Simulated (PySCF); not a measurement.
## A ladder of Hamiltonians for Ho(55+) (holmium, charge +55)

Occupied: 1s1/2, 2s1/2, 2p1/2, 2p3/2, 3s1/2. Hartree-Fock calculated with PySCF 2.14 in an even-tempered Gaussian basis (20 s from 7 bohr⁻², ratio 2.3; 16 p from 8.4 bohr⁻², ratio 2.3), Gaussian nucleus throughout. NR is non-relativistic, sf-X2C the spin-free one-electron X2C Hamiltonian, X2C adds the bare one-electron spin-orbit term, X2C-SNSO screens it by Boettger's factors, DC is four-component Dirac-Coulomb, and the Gaunt and Breit terms are added at first order (total energies over the DC spinors, levels after relaxing the spinors in that mean field). QED terms are absent. Levels marked empty are virtual spinors of this ion; the basis has s and p functions only, so 3d, which can lie below the n = 4 levels, is absent.

```
Hamiltonian  E (hartree)
         NR   -8789.8162
     sf-X2C   -9290.7585
        X2C   -9299.1834
   X2C-SNSO   -9298.6578
         DC   -9302.5125
   DC+Gaunt   -9291.8932
   DC+Breit   -9292.8304
```

```json
{"level (eV)": "1s1/2", "NR": "-56507.2", "sf-X2C": "-60208.9", "X2C": "-60199.3", "X2C-SNSO": "-60199.9", "DC": "-60264.1", "DC+Gaunt": "-60091.7", "DC+Breit": "-60103.2"}
{"level (eV)": "2s1/2", "NR": "-12485.2", "sf-X2C": "-13530.1", "X2C": "-13527.7", "X2C-SNSO": "-13527.9", "DC": "-13536.6", "DC+Gaunt": "-13518.1", "DC+Breit": "-13519.4"}
{"level (eV)": "2p1/2", "NR": "-12126.3", "sf-X2C": "-12474.0", "X2C": "-13123.1", "X2C-SNSO": "-13100.9", "DC": "-13106.1", "DC+Gaunt": "-13074.0", "DC+Breit": "-13077.2"}
{"level (eV)": "2p3/2", "NR": "-12126.3", "sf-X2C": "-12474.0", "X2C": "-12204.0", "X2C-SNSO": "-12211.7", "DC": "-12217.9", "DC+Gaunt": "-12195.9", "DC+Breit": "-12199.2"}
{"level (eV)": "3s1/2", "NR": "-5172.3", "sf-X2C": "-5499.3", "X2C": "-5498.9", "X2C-SNSO": "-5498.9", "DC": "-5501.0", "DC+Gaunt": "-5496.1", "DC+Breit": "-5496.7"}
{"level (eV)": "3p1/2 (empty)", "NR": "-4963.7", "sf-X2C": "-5100.9", "X2C": "-5268.8", "X2C-SNSO": "-5263.1", "DC": "-5264.5", "DC+Gaunt": "-5256.3", "DC+Breit": "-5257.4"}
{"level (eV)": "3p3/2 (empty)", "NR": "-4963.7", "sf-X2C": "-5100.9", "X2C": "-5030.2", "X2C-SNSO": "-5032.2", "DC": "-5033.5", "DC+Gaunt": "-5028.0", "DC+Breit": "-5029.1"}
{"level (eV)": "4s1/2 (empty)", "NR": "-2770.0", "sf-X2C": "-2906.2", "X2C": "-2906.0", "X2C-SNSO": "-2906.0", "DC": "-2906.8", "DC+Gaunt": "-2905.0", "DC+Breit": "-2905.2"}
```

**Question.** How large are the two-electron picture-change error of X2C and the Breit correction in the total energy?

**Answer.** X2C-1e lies 3.3291 hartree above Dirac-Coulomb; Gaunt adds 10.6192 and the full Breit term 9.6821 hartree.

| interval (eV) | X2C | X2C-SNSO | DC | DC+Gaunt | DC+Breit |
| --- | --- | --- | --- | --- | --- |
| 2p3/2 − 2p1/2 | 919.1 | 889.2 | 888.2 | 878.1 | 878.0 |
| 3p3/2 − 3p1/2 | 238.7 | 230.9 | 231.0 | 228.3 | 228.3 |

Weight of the small component: 1s1/2 0.0628, 2s1/2 0.0145, 2p1/2 0.0143, 2p3/2 0.0133, 3s1/2 0.00562, 3p1/2 0.00551, 3p3/2 0.00524, 4s1/2 0.00288.

Koopmans' value for the highest occupied level at DC+Breit: 5496.7 eV, against an ionisation energy of 5494 ± 5 eV (theoretical estimate listed by NIST; NIST Atomic Spectra Database, ionization energies); the former lacks relaxation, correlation, QED and recoil.

The whole ladder took 120 s of wall time on 1 thread of Neoverse-V2 (shared host), launched as `OMP_NUM_THREADS=1 python relrun2.py TASK.json OUT` (a driver that calls PySCF for each Hamiltonian).
